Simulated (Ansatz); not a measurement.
The lowest singlet and triplet of P2 (SMILES P#P); geometries from B3LYP-D3(BJ)/def2-TZVP, each state relaxed from the structure named, with no frequency check.
Singlet (charge 0, multiplicity 1):
```xyz
2

P      0.000     0.000    -0.945
P      0.000     0.000     0.945
```

| level | gap E(singlet) − E(triplet), vertical, at the singlet's geometry (kJ/mol) | cost |
|---|---|---|
| R-HF/cc-pV(D+d)Z | -179.8 | - |
| U-HF/cc-pV(D+d)Z (spin-contaminated) | -199.0 | - |
| R-HF/cc-pV(T+d)Z | -170.4 | - |
| R-HF/cc-pV(Q+d)Z | -169.1 | - |
| R-SVWN5/def2-TZVPP | -305.4 | ×0.5 |
| R-PBE/def2-TZVPP | -280.5 | ×1 |
| U-PBE/def2-TZVPP | -280.5 | ×1 |
| R-r2SCAN/def2-TZVPP | -264.9 | ×2 |
| U-r2SCAN/def2-TZVPP | -264.9 | ×2 |
| U-B3LYP/def2-TZVPP | -272.4 | ×1 |
| R-PBE0/def2-TZVPP | -260.7 | ×0.8 |
| U-PBE0/def2-TZVPP | -260.7 | ×0.9 |
| R-BHLYP/def2-TZVPP | -247.9 | ×1 |
| U-BHLYP/def2-TZVPP | -247.9 | ×2 |
| U-wB97X-V/def2-TZVPP | -268.3 | ×3 |
| R-wB97M-V/def2-TZVPP | -286.5 | ×2 |
| R-B2PLYP/def2-TZVPP | -289.7 | ×1 |
| U-B2PLYP/def2-TZVPP | -289.7 | ×2 |
| R-MP2/cc-pV(D+d)Z | -329.5 | - |
| U-MP2/cc-pV(D+d)Z (spin-contaminated) | -249.0 | - |
| U-MP2/cc-pV(T+d)Z (spin-contaminated) | -244.7 | - |
| U-MP2/cc-pV(Q+d)Z (spin-contaminated) | -245.1 | - |
| U-SCS-MP2/cc-pV(D+d)Z (spin-contaminated) | -241.0 | - |
| R-SCS-MP2/cc-pV(Q+d)Z | -328.2 | - |
| R-CCSD/cc-pV(D+d)Z | -280.7 | - |
| U-CCSD/cc-pV(D+d)Z (spin-contaminated) | -277.3 | - |
| U-CCSD/cc-pV(T+d)Z (spin-contaminated) | -269.6 | - |
| U-CCSD/cc-pV(Q+d)Z (spin-contaminated) | -270.0 | - |
| R-CCSD(T)/cc-pV(D+d)Z | -292.6 | ×1 |
| U-CCSD(T)/cc-pV(D+d)Z (spin-contaminated) | -286.9 | ×1 |
| R-CCSD(T)/cc-pV(T+d)Z | -290.1 | ×2 |
| R-CCSDT(Q)/cc-pV(D+d)Z | -263.5 | ×5 |
| SA-CASSCF(10,8)/cc-pV(T+d)Z | -280.0 | - |
| SC-NEVPT2 on SA-CASSCF(10,8)/cc-pV(D+d)Z | -271.6 | - |
| SC-NEVPT2 on SA-CASSCF(10,8)/cc-pV(T+d)Z | -271.9 | - |
| SC-NEVPT2 on SA-CASSCF(10,8)/cc-pV(Q+d)Z | -274.7 | - |
| FIC-NEVPT4(SD) on SA-CASSCF(10,8)/cc-pV(T+d)Z | -265.3 | - |
| FIC-MRCISD+Q on SA-CASSCF(10,8)/cc-pV(D+d)Z | -266.1 | - |
| FIC-MRCISD+Q on SA-CASSCF(10,8)/cc-pV(T+d)Z | -267.3 | - |
| FIC-MRCISD+Q on SA-CASSCF(10,8)/cc-pV(Q+d)Z | -270.1 | - |

The rows run from -329.5 (R-MP2/cc-pV(D+d)Z) to -169.1 kJ/mol (R-HF/cc-pV(Q+d)Z). From cc-pV(D+d)Z to cc-pV(T+d)Z R-CCSD(T) changes by 2.5. The 7 U-functionals in def2-TZVPP without D3 or D4 span 41.8, from U-B2PLYP to U-BHLYP.

A positive gap puts the triplet lower; no zero-point energy. R- takes a restricted singlet. U- takes an unrestricted singlet (broken symmetry where lower, unprojected). The triplet is unrestricted in single-reference levels. Active spaces average the two states.

Frozen-core correlation.

Doubts at one or more of the structures used: a restricted determinant that unrestricted orbitals would lower (R-HF/cc-pV(D+d)Z, R-HF/cc-pV(T+d)Z, R-HF/cc-pV(Q+d)Z, R-MP2/cc-pV(D+d)Z, R-SCS-MP2/cc-pV(Q+d)Z, R-CCSD/cc-pV(D+d)Z, R-CCSD(T)/cc-pV(D+d)Z, R-CCSD(T)/cc-pV(T+d)Z, R-CCSDT(Q)/cc-pV(D+d)Z); T1 above 0.05 (U-CCSD/cc-pV(D+d)Z (spin-contaminated), U-CCSD/cc-pV(T+d)Z (spin-contaminated), U-CCSD/cc-pV(Q+d)Z (spin-contaminated), U-CCSD(T)/cc-pV(D+d)Z (spin-contaminated)); other coupled-cluster roots lie near (R-CCSDT(Q)/cc-pV(D+d)Z).

Programs: Ansatz (Gaussian orbitals). Values without a source in brackets are computed.

Costs are rough ratios of core time to R-PBE/def2-TZVPP (about 4 s over the structures, on one shared machine); a dash marks a level with no comparable run of its own.

Ansatz is an electronic-structure program.
